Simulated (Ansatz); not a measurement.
Total energies of (MgO)3 ring (Mg₃O₃) from Ansatz at PBE0-D4/def2-TZVPD, gas phase (1 Eh = 27.2114 eV = 2625.5 kJ/mol). The reference geometry is relaxed at PBE0-D4/def2-SVP.

```tsv
atom	x (Å)	y (Å)	z (Å)
Mg1	-1.671	0.256	0.226
O2	-0.943	1.296	-1.101
Mg3	0.844	0.882	-1.191
O4	1.905	-0.291	-0.258
Mg5	0.827	-1.138	0.965
O6	-0.962	-1.004	1.359
```

```
                 state   geometry  energy (Eh)
      charge 0 singlet  reference   -825.63622
     charge -1 doublet  reference   -825.66492
free Mg atom (singlet)          –   -199.96079
 free O atom (triplet)          –    -75.01925
```

(1) Work out the vertical electron affinity, to the doublet.

(2) What is the binding energy per atom against free atoms?

(1) E(charge 0 singlet) − E(charge -1 doublet) = -825.63622 − (-825.66492) = 0.02870 Eh = 0.78 eV.

(2) Atoms: 3 × (-199.96079) + 3 × (-75.01925) = -824.94012 Eh. Binding: -824.94012 − (-825.63622) = 0.69610 Eh = 18.94 eV, or 3.16 eV for each of 6 atoms (no zero-point energy, no counterpoise term).

At PBE0-D4/def2-TZVPD the highest occupied level of the charge -1 doublet lies above zero (up to 0.36 eV). By energy differences its removal costs 0.78 eV (vertical, to the charge 0 singlet, at PBE0-D4/def2-TZVPD); a positive level beside a positive removal energy at the same level points to self-interaction error.
